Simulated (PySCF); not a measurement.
SMILES Cl[SiH2][SiH2][GeH3] (H7ClGeSi2) (PBE0/def2-SVP optimised geometry):

```
11

Si    -2.026     0.515     0.000
Cl    -2.710     2.479     0.000
Si     0.317     0.515     0.000
Ge     1.171    -1.716     0.001
H     -2.564    -0.168    -1.213
H     -2.563    -0.168     1.214
H      0.798     1.241     1.217
H      0.799     1.241    -1.216
H      0.701    -2.466    -1.260
H      0.664    -2.479     1.239
H      2.710    -1.704     0.024
```

Calculation: PySCF with PBE0/def2-TZVP.

### Question
What are the frontier orbital energies and the dipole moment?

### Answer
HOMO-2 -8.97 eV, HOMO-1 -8.77 eV, HOMO -7.95 eV, LUMO -0.90 eV, LUMO+1 -0.05 eV; dipole moment 1.42 D.

On the same geometry PBE/def2-TZVP (PySCF) gives HOMO-2 -7.60 eV, HOMO-1 -7.60 eV, HOMO -6.84 eV, LUMO -1.72 eV, LUMO+1 -0.88 eV; dipole moment 1.34 D.

Meta-Löwdin charges at PBE0/def2-TZVP: Si1 0.45, Cl2 -0.30, Si3 0.12, Ge4 0.11, H5 -0.08, H6 -0.08, H7 -0.05, H8 -0.05, H9 -0.04, H10 -0.04, H11 -0.04.
